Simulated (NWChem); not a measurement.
Species: GaCl2, doublet; SMILES [Ga]([Cl])[Cl]

Program: NWChem. Pople sets run with spherical d functions. Spin-unrestricted. In the optimisation the excess spin sits in a1 (C2v, its own frame). The spin multiplicity was typed, not searched, and may not be the lowest. No stability test was run on the SCF state. B3LYP is NWChem's, with the RPA form of VWN correlation. Each level has its own optimisation; frequencies are unscaled.

For level B3LYP/6-31G*:

- r Cl–Ga (Å) = 2.202
- highest harmonic frequency (cm⁻¹) = 391
- dipole (D) = 1.89

### Question
How do the values read with level LDA (Slater exchange, VWN5)/def2-SVP instead?

### Answer
| Quantity | Result |
|---|---|
| r Cl–Ga (Å) | 2.155 |
| highest harmonic frequency (cm⁻¹) | 429 |
| dipole (D) | 1.25 |
